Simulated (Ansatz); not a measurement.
Two isomers of C3H6BFSi: A = `FC1=C[SiH2]BC1`, B = `CB1C=C(F)[SiH2]1`.

Calculated with Ansatz (gas phase, PBE0-D4/def2-TZVP geometries, no zero-point term in ΔE). CCSD(T)/CBS is the MP2 limit (def2-TZVPP, def2-QZVPP) plus CCSD(T) − MP2 in def2-TZVPP, frozen cores. Functionals use def2-TZVPP. B3LYP here is the variant with VWN-RPA as its local correlation; programs differ in this.

Problem. Which is lower in electronic energy at CCSD(T)/CBS, and by how much? (Best estimate.)

Solution. Computed: A, by 4.0 kJ/mol.

Problem. Give E(B) − E(A) in kJ/mol with PBE-D4, r2SCAN-D4, HF/def2-TZVPP, B2PLYP, B3LYP, PBE0-D4, ωB97M-V. (An estimate is asked.)

Solution. The calculation gave: PBE-D4 -7.5, r2SCAN-D4 -0.8, HF/def2-TZVPP 10.9, B2PLYP -1.3, B3LYP -3.2, PBE0-D4 -0.6, ωB97M-V 1.8. The order is the other way round with PBE-D4, r2SCAN-D4, B2PLYP, B3LYP, PBE0-D4.

Largest T1 diagnostic: 0.013.

From PBE to PBE0 (25 % exact exchange), in def2-TZVPP and without D4, E(B) − E(A) moves by +7.4 kJ/mol. In def2-TZVPP, CCSD(T) changes the Hartree–Fock value by −7.6 kJ/mol (the triples alone add −3.4 kJ/mol) and MP2 by −10.2 kJ/mol.
